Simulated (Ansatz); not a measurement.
Two isomers of C2H6OSi: A = `CC[Si]O`, B = `OC1C[SiH2]1`.

Program: Ansatz. Geometries: PBE0-D4/def2-TZVP. ΔE: electronic, gas phase. CCSD(T)/CBS adds triple-zeta CCSD(T) − MP2 to the extrapolated MP2 energy (def2 sets, frozen cores). Functionals use def2-TZVPP. B3LYP here is the variant with VWN-RPA as its local correlation; programs differ in this. Each species was taken in one conformer, which may not be the lowest.

A:

```xyz
10

C     0.0506   -0.1041    0.9917
C     0.4461   -0.7174   -0.3434
Si   -0.0563    0.1576   -1.9703
O    -0.8859    1.4776   -1.4174
H    -1.0366   -0.0173    1.0901
H     0.3942   -0.6995    1.8414
H     0.4758    0.8970    1.1179
H     1.5368   -0.8477   -0.4083
H     0.0564   -1.7426   -0.4354
H    -0.9811    1.5964   -0.4663
```

B:

Z-matrix (Å, degrees):
```
C
C 1 1.539
Si 1 1.857 2 65.5
O 1 1.398 2 117.9 3 112.5
H 1 1.092 2 113.5 3 -109.7
H 2 1.085 1 117.6 3 115.8
H 2 1.087 1 114.2 3 -107.6
H 3 1.476 1 119.1 2 102.5
H 3 1.478 1 119.3 2 -106.2
H 4 0.963 1 108.0 2 66.4
```

Question: Which isomer does CCSD(T)/CBS put lower? Give the gap. (Estimate.)

Answer: The calculation gave: A, by 43.6 kcal/mol.

Question: Give E(B) − E(A) in kcal/mol with ωB97M-V, r2SCAN-D4, B2PLYP, MP2/def2-TZVPP, BLYP-D4, CCSD(T)/def2-TZVPP, B3LYP. (Best estimate.)

Answer: The calculation gave: ωB97M-V 44.0, r2SCAN-D4 39.1, B2PLYP 43.7, MP2/def2-TZVPP 42.6, BLYP-D4 44.7, CCSD(T)/def2-TZVPP 43.8, B3LYP 43.6. None reverses the order clearly.

Question: Does the order hold for the free energy at 298.15 K (harmonic terms from PBE0-D4)? (An estimate is asked.)

Answer: Computed: Yes: G(B) − G(A) = +41.6 kcal/mol, for one conformer each.

Largest T1 diagnostic: 0.013.

In def2-TZVPP, CCSD(T) changes the Hartree–Fock value by −1.5 kcal/mol (the triples alone add −0.7 kcal/mol) and MP2 by −2.7 kcal/mol. At CCSD(T), def2-SVP lies −2.3 kcal/mol from the extrapolated value and def2-TZVPP +0.2 kcal/mol.
